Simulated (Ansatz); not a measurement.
In₄P₄H₁₆, a cluster cut from zinc blende InP (hydrogen-capped), relaxed as a singlet with RKS PBE-D4/def2-SVP in Ansatz, starting from the GFN2-xTB geometry. Force threshold 0.03 eV/Å.

In the def2 sets In takes a core potential; there is no spin–orbit coupling.

Start:

```xyz
24

In   -1.9206   -1.1443    2.7251
In    1.0260    2.6048   -2.1442
In   -2.1160   -1.4626   -2.4074
In    3.0157    0.0009    1.8286
P    -2.4330   -1.5592    0.1908
P    -0.6481    0.6817   -2.7411
P     0.6567   -0.6827    2.7336
P     2.4221    1.5648   -0.1877
H    -2.1502   -2.6292    3.5397
H    -2.7078    0.2982    3.1828
H     2.0886    2.7811   -3.4756
H     0.1109    3.8997   -1.5126
H    -3.6495   -1.1253   -3.0862
H    -1.1821   -2.8173   -2.8631
H     3.7522   -1.4040    1.1976
H     3.7479    0.9804    3.0257
H    -3.7884   -1.2386    0.2291
H    -2.6837   -2.9271    0.2724
H    -1.6320    1.4860   -3.3120
H    -0.1075    0.3337   -3.9768
H     0.6963    0.0474    3.9188
H     1.0496   -1.8622    3.3619
H     2.8363    2.7632    0.3871
H     3.6165    1.4105   -0.8866
```

| step | energy (eV) | largest force component (eV/Å) | SCF passes |
| --- | --- | --- | --- |
| 1 | -58081.7917 | 0.828 | 16 |
| 2 | -58082.1181 | 0.546 | 17 |
| 3 | -58082.2252 | 0.035 | 16 |
| 4 | -58082.2633 | 0.038 | 17 |
| 5 | -58082.3004 | 0.079 | 17 |
| 6 | -58082.3335 | 0.135 | 17 |
| 7 | -58082.3672 | 0.182 | 17 |
| 8 | -58082.3960 | 0.182 | 17 |
| 9 | -58082.4451 | 0.106 | 17 |
| 10 (rejected) | -58082.4411 | 0.181 | 17 |
| 11 | -58082.4765 | 0.039 | 18 |
| 12 | -58082.4962 | 0.043 | 17 |
| 13 | -58082.5207 | 0.036 | 16 |
| 14 | -58082.5403 | 0.073 | 17 |
| 15 (rejected) | -58082.5299 | 0.424 | 17 |
| 16 | -58082.5451 | 0.014 | 18 |
| 17 (rejected) | -58082.5410 | 0.089 | 16 |
| 18 | -58082.5459 | 0.031 | 18 |
| 19 (rejected) | -58082.5458 | 0.031 | 17 |
| 20 | -58082.5467 | 0.002 | 19 |

Force components are those of the run's own axes.

End:

```xyz
24

In   -1.9284   -0.0634    2.3610
In    0.2771    2.7452   -1.2892
In   -1.0988   -1.8946   -2.1212
In    2.7453   -0.7960    1.0468
P    -2.3524   -1.5142    0.1833
P    -0.6301    0.6600   -2.6514
P     0.6380   -0.6618    2.6492
P     2.3500    1.5200   -0.1805
H    -2.7534   -0.8924    3.6480
H    -1.9988    1.5962    1.8737
H     0.9468    3.8279   -2.4740
H    -0.8610    3.0421   -0.0191
H    -2.3269   -2.3911   -3.2479
H     0.4298   -2.6143   -1.7442
H     2.4121   -2.0378   -0.1123
H     4.1311   -0.5568    2.0698
H    -3.7076   -1.2186   -0.1762
H    -2.6107   -2.8388    0.6645
H    -1.8334    1.1385   -3.2647
H     0.1500    0.6328   -3.8529
H     1.0639    0.1422    3.7562
H     0.6529   -1.9086    3.3550
H     2.9161    2.5051    0.6924
H     3.3884    1.5783   -1.1661
```

By distances, no bond broke or formed. The bond that changes most is P8–H23, from 1.39 to 1.43 Å (atoms count from 1).

The force fell under the threshold at step 16, but the optimiser went on. No frequencies were taken in this run, so the end may be a saddle point.

It took 1.9 min on 4 threads of Arm Neoverse V1 on a shared host, peak host memory 0.58 GiB.
